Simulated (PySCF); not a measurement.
C4H6O, singlet, at a GFN2-xTB geometry. Base run: CCSD(T)/cc-pVDZ (PySCF).

PySCF was given this input:
```python
from pyscf import gto, scf, cc

mol = gto.M(
    atom='''
C     2.468753    0.315524    0.600646
C     1.411226    0.208227    0.052147
C     0.118808    0.074725   -0.593388
O    -0.877480   -0.168890    0.379550
C    -2.154777   -0.308598   -0.177236
H     3.401404    0.411440    1.070899
H    -0.107134    1.002206   -1.149307
H     0.158859   -0.758345   -1.317755
H    -2.834892   -0.490716    0.652226
H    -2.463871    0.601550   -0.708738
H    -2.198590   -1.154284   -0.876735
''',
    basis='cc-pvdz',
    charge=0,
    spin=0,
    verbose=4,
    max_memory=1800,
)

mf = scf.RHF(mol)
mf.kernel()

mycc = cc.CCSD(mf, frozen=5)
mycc.kernel()
et = mycc.ccsd_t()
print('E(CCSD(T)) = %.10f' % (mycc.e_tot + et))
```

Task: The base was run again with changes. Order these runs by total energy, lowest first: method = ccsd | method = mp2 | method = cisd.

Result: method = ccsd (ΔE vs base (mEh) 25.159), method = mp2 (ΔE vs base (mEh) 69.452), method = cisd (ΔE vs base (mEh) 152.5)
